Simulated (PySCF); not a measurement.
C$_{2}$H$_{6}$Se$_{2}$, triplet, geometry from GFN2-xTB (a higher spin typed on purpose: for a closed-shell molecule this is an excited state); BLYP/STO-3G run with PySCF.

Input for PySCF:
```python
from pyscf import gto, scf, dft

mol = gto.M(
    atom='''
C     2.408754   -0.260642   -0.232010
Se    1.019854    0.638840    0.781680
Se   -1.020044   -0.605067   -0.807866
C    -2.408093    0.142896    0.323305
H     3.074048    0.489261   -0.651170
H     1.945919   -0.844231   -1.024836
H     2.959978   -0.910199    0.442715
H    -3.080895    0.730943   -0.294921
H    -1.945494    0.768615    1.083466
H    -2.951076   -0.676192    0.787300
''',
    basis='sto-3g',
    charge=0,
    spin=2,
    verbose=4,
)

mf = dft.UKS(mol)
mf.xc = 'blyp'
mf.grids.level = 2
mf.kernel()
mf.analyze()
```

The log (banner, timings and long lists left out):

```
PySCF version 2.14.0

[INPUT] verbose = 4
[INPUT] num. atoms = 10
[INPUT] num. electrons = 86
[INPUT] charge = 0
[INPUT] spin (= nelec alpha-beta = 2S) = 2
[INPUT] symmetry False subgroup None
[INPUT] Mole.unit = angstrom
[INPUT] Symbol           X                Y                Z      unit          X                Y                Z       unit  Magmom
[...]
nuclear repulsion = 486.126826015475
number of shells = 28
number of NR pGTOs = 156
number of NR cGTOs = 52
basis = sto-3g
ecp = {}

******** <class 'pyscf.dft.uks.UKS'> ********
method = UKS
initial guess = minao
damping factor = 0
level_shift factor = 0
DIIS = <class 'pyscf.scf.diis.CDIIS'>
diis_start_cycle = 1
diis_space = 8
diis_damp = 0
SCF conv_tol = 1e-09
SCF conv_tol_grad = None
SCF max_cycles = 50
direct_scf = True
direct_scf_tol = 1e-13
number electrons alpha = 44  beta = 42
XC library pyscf.dft.libxc version 7.1.2
    S. Lehtola, C. Steigemann, M. J. T. Oliveira, and M. A. L. Marques,  SoftwareX 7, 1–5 (2018)
XC functionals = blyp
    A. D. Becke,  Phys. Rev. A 38, 3098 (1988)
    C. Lee, W. Yang, and R. G. Parr,  Phys. Rev. B 37, 785 (1988)
    B. Miehlich, A. Savin, H. Stoll, and H. Preuss,  Chem. Phys. Lett. 157, 200 (1989)
radial grids:
    Treutler-Ahlrichs [JCP 102, 346 (1995); DOI:10.1063/1.469408] (M4) radial grids

becke partition: Becke, JCP 88, 2547 (1988); DOI:10.1063/1.454033
pruning grids: <function nwchem_prune>
grids dens level: 2
symmetrized grids: False
atomic radii adjust function: <function treutler_atomic_radii_adjust>
small_rho_cutoff = 0
Set gradient conv threshold to 3.16228e-05
tot grids = 80800
init E= -4822.14005745525

cycle= 1 E= -4828.08288649544  delta_E= -5.94  |g|= 0.393  |ddm|= 2.77

cycle= 2 E= -4828.1665802654  delta_E= -0.0837  |g|= 0.335  |ddm|=  1.6

cycle= 3 E= -4828.26886973154  delta_E= -0.102  |g|= 0.13  |ddm|= 0.86

cycle= 4 E= -4828.27938478558  delta_E= -0.0105  |g|= 0.0105  |ddm|= 0.187

cycle= 5 E= -4828.27945388635  delta_E= -6.91e-05  |g|= 0.00267  |ddm|= 0.0218

cycle= 6 E= -4828.27916784034  delta_E= 0.000286  |g|= 0.0131  |ddm|= 0.0585

cycle= 7 E= -4828.27946568319  delta_E= -0.000298  |g|= 0.000219  |ddm|= 0.0499

cycle= 8 E= -4828.27946577213  delta_E= -8.89e-08  |g|= 3.85e-05  |ddm|= 0.000856

cycle= 9 E= -4828.27946577449  delta_E= -2.36e-09  |g|= 7.31e-06  |ddm|= 0.000135

cycle= 10 E= -4828.2794657746  delta_E= -1.09e-10  |g|= 8.34e-07  |ddm|= 2.67e-05

Extra cycle  E= -4828.27946577459  delta_E= 1.09e-11  |g|= 9.18e-07  |ddm|= 4.36e-06
converged SCF energy = -4828.27946577459  <S^2> = 2.0013969  2S+1 = 3.0009311
**** SCF Summaries ****
Total Energy =                       -4828.279465774588971
Nuclear Repulsion Energy =             486.126826015475274
One-electron Energy =                -7726.973386793541067
Two-electron Energy =                 2412.567095003476425
Two-electron Coulomb Energy =         2601.047525694842534
DFT Exchange-Correlation Energy =     -188.480430691365882
**** MO energy ****
                             alpha | beta                alpha | beta
[...]
To work with the spin densities directly, `use mulliken_meta_spin()` only printing them here.

 ** Mulliken spin pop alpha/beta on meta-lowdin orthogonal AOs **
 ** Mulliken Spin Density (per AO)  **
spin_pop of  0 C 1s        0.00000
spin_pop of  0 C 2s       -0.00384
spin_pop of  0 C 2px      -0.01218
spin_pop of  0 C 2py      -0.00532
spin_pop of  0 C 2pz      -0.00694
spin_pop of  1 Se 1s        0.00000
spin_pop of  1 Se 2s        0.00000
spin_pop of  1 Se 3s        0.00001
spin_pop of  1 Se 4s        0.00774
spin_pop of  1 Se 2px       0.00000
spin_pop of  1 Se 2py       0.00000
spin_pop of  1 Se 2pz       0.00000
spin_pop of  1 Se 3px       0.00037
spin_pop of  1 Se 3py       0.00039
spin_pop of  1 Se 3pz       0.00036
spin_pop of  1 Se 4px       0.29840
spin_pop of  1 Se 4py       0.36433
spin_pop of  1 Se 4pz       0.32554
spin_pop of  1 Se 3dxy     -0.00000
spin_pop of  1 Se 3dyz     -0.00001
spin_pop of  1 Se 3dz^2     0.00000
spin_pop of  1 Se 3dxz      0.00000
spin_pop of  1 Se 3dx2-y2   -0.00000
spin_pop of  2 Se 1s        0.00000
spin_pop of  2 Se 2s        0.00000
spin_pop of  2 Se 3s        0.00001
spin_pop of  2 Se 4s        0.00774
spin_pop of  2 Se 2px       0.00000
spin_pop of  2 Se 2py       0.00000
spin_pop of  2 Se 2pz       0.00000
spin_pop of  2 Se 3px       0.00037
spin_pop of  2 Se 3py       0.00042
spin_pop of  2 Se 3pz       0.00033
spin_pop of  2 Se 4px       0.29864
spin_pop of  2 Se 4py       0.39669
spin_pop of  2 Se 4pz       0.29293
spin_pop of  2 Se 3dxy      0.00000
spin_pop of  2 Se 3dyz     -0.00001
spin_pop of  2 Se 3dz^2     0.00000
spin_pop of  2 Se 3dxz     -0.00001
spin_pop of  2 Se 3dx2-y2   -0.00001
spin_pop of  3 C 1s        0.00000
spin_pop of  3 C 2s       -0.00384
spin_pop of  3 C 2px      -0.01217
spin_pop of  3 C 2py      -0.00401
spin_pop of  3 C 2pz      -0.00826
spin_pop of  4 H 1s        0.00924
spin_pop of  5 H 1s        0.01188
spin_pop of  6 H 1s        0.01005
spin_pop of  7 H 1s        0.00924
spin_pop of  8 H 1s        0.01188
spin_pop of  9 H 1s        0.01005
 ** Mulliken Spin Density (per atom)  **
spin density of  0 C =     -0.02829
spin density of  1 Se =      0.99712
spin density of  2 Se =      0.99712
spin density of  3 C =     -0.02829
spin density of  4 H =      0.00924
spin density of  5 H =      0.01188
spin density of  6 H =      0.01005
spin density of  7 H =      0.00924
spin density of  8 H =      0.01188
spin density of  9 H =      0.01005
 ** Mulliken pop alpha/beta on meta-lowdin orthogonal AOs **
 ** Mulliken pop       alpha | beta **
In total            44.00000 | 42.00000
 ** Mulliken atomic charges   ( Nelec_alpha | Nelec_beta ) **
charge of  0C =     -0.21120  (     3.09146      3.11975 )
charge of  1Se =      0.04072  (    17.47820     16.48108 )
charge of  2Se =      0.04072  (    17.47820     16.48108 )
charge of  3C =     -0.21120  (     3.09146      3.11975 )
charge of  4H =      0.05646  (     0.47639      0.46715 )
charge of  5H =      0.05730  (     0.47729      0.46541 )
charge of  6H =      0.05672  (     0.47666      0.46661 )
charge of  7H =      0.05646  (     0.47639      0.46715 )
charge of  8H =      0.05730  (     0.47729      0.46541 )
charge of  9H =      0.05672  (     0.47666      0.46661 )
Dipole moment(X, Y, Z, Debye):  0.00047, -0.08024,  0.06224
```
